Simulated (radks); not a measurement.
Nb4+, 37 electrons, occupied as [Kr] 4d1.

All-electron calculation, scalar-relativistic Kohn-Sham, PBE, spin-polarised, spherical densities, finite nucleus; open shells are filled with parallel spins first (spin-orbit coupling, left out, can overturn this in heavy ions); Fermi nuclear charge, rms radius 4.324 fm. Program: a radial shooting solver on a logarithmic mesh with Libxc functionals.

Energy parts (hartree):
| part | energy |
|---|---|
| total | -3816.54781 |
| kinetic | 3929.73842 |
| electron-nucleus | -9131.50075 |
| Hartree | 1502.52750 |
| exchange-correlation | -117.31298 |

Orbitals (lengths in bohr, moments of r in powers of bohr; <r^-3> diverges for s and p1/2; r(max) is where P^2 peaks):
| orbital | occ. | eigenvalue (hartree) | <r^-3> | <r^4> | r(max) | <r^2> |
|---|---|---|---|---|---|---|
| 1s up | 1 | -692.9066 | - | 7.988e-06 | 0.02349 | 0.001757 |
| 1s down | 1 | -692.9068 | - | 7.988e-06 | 0.02349 | 0.001757 |
| 2s up | 1 | -98.42378 | - | 0.001493 | 0.1332 | 0.02944 |
| 2s down | 1 | -98.41885 | - | 0.001493 | 0.1332 | 0.02944 |
| 2p up | 3 | -88.06954 | 2346 | 0.001071 | 0.1064 | 0.02318 |
| 2p down | 3 | -88.06592 | 2346 | 0.001071 | 0.1064 | 0.02318 |
| 3s up | 1 | -17.85659 | - | 0.07859 | 0.3955 | 0.2250 |
| 3s down | 1 | -17.85402 | - | 0.07857 | 0.3955 | 0.2250 |
| 3p up | 3 | -14.47198 | 384.3 | 0.08758 | 0.3892 | 0.2312 |
| 3p down | 3 | -14.46908 | 384.2 | 0.08751 | 0.3893 | 0.2312 |
| 3d up | 5 | -8.94230 | 50.59 | 0.09961 | 0.3344 | 0.2256 |
| 3d down | 5 | -8.93771 | 50.58 | 0.09940 | 0.3344 | 0.2255 |
| 4s up | 1 | -3.81558 | - | 3.169 | 1.026 | 1.460 |
| 4s down | 1 | -3.78571 | - | 3.144 | 1.024 | 1.453 |
| 4p up | 3 | -2.90998 | 56.26 | 4.873 | 1.109 | 1.783 |
| 4p down | 3 | -2.87682 | 56.77 | 4.847 | 1.106 | 1.776 |
| 4d up | 1 | -1.61233 | 4.789 | 14.81 | 1.353 | 2.991 |
| 4d down | 0 | -1.57613 | 4.812 | 14.88 | 1.348 | 2.996 |

The highest occupied level is 4d up at -43.874 eV. The spin density at the nucleus is -1.0696 e/bohr^3 (1s -0.0037, 2s -0.2374, 3s 0.1408, 4s -0.9693). Summed over all electrons, <r^2> = 20.88 bohr^2, which gives a Langevin (diamagnetic) susceptibility term of -16.5 x 10^-6 cm^3/mol.
